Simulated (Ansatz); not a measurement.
`C[O][K]` + H–F → `[F][K]` + CH₃OH at 700 K and 1 bar (ligand exchange at a K–O bond).

Gas-phase electronic energies from Ansatz, PBE0-D4/def2-TZVP geometries. CCSD(T)/CBS adds triple-zeta CCSD(T) − MP2 to the extrapolated MP2 energy (def2 sets, frozen cores). This one scheme is used for every species. For K outer-core shells are correlated without core-valence functions, which leaves a few kJ/mol of doubt a bond. Scalar relativity is left out up to krypton.

| species | CCSD(T)/CBS energy (Eh) | H − E (kJ/mol) | S (J/(mol·K)) |
| --- | --- | --- | --- |
| `C[O][K]` | -714.47647 | 147.2 | 340.6 |
| H–F | -100.39570 | 45.2 | 198.5 |
| `[F][K]` | -699.28088 | 26.6 | 257.4 |
| CH₃OH | -115.61712 | 170.8 | 288.5 |

H − E and S are ideal-gas, rigid-rotor, harmonic terms from PBE0-D4/def2-TZVP. 1 Eh = 2625.50 kJ/mol, R = 8.31446 J/(mol·K).

Question: By hand: ΔE, ΔH, ΔS and ΔG.

Answer: ΔE = (-699.28088) + (-115.61712) − (-714.47647) − (-100.39570) = -0.02583 Eh = -67.8 kJ/mol. Δ(H − E) = 26.6 + 170.8 − 147.2 − 45.2 = 5.0, so ΔH = -62.8 kJ/mol. ΔS = 257.4 + 288.5 − 340.6 − 198.5 = 6.8 J/(mol·K). ΔG = -62.8 − 700 × (6.8)/1000 = -67.6 kJ/mol.

Question: By hand: the equilibrium constant, and the temperature at which ΔG would vanish if ΔH and ΔS stayed fixed.

Answer: log₁₀ K = −ΔG/(RT ln 10) = 5.0. ΔH and −TΔS have one sign here, so there is no such temperature.

The number of gas molecules stays the same, so ΔS is small and ΔH decides. A doubt of 5 kJ/mol in ΔE shifts log₁₀ K by 0.4 here. These are equilibria of isolated gas molecules and say nothing of rates. Largest T1 diagnostic: 0.012 (customary marks: 0.02 for closed shells, 0.045 for open ones).
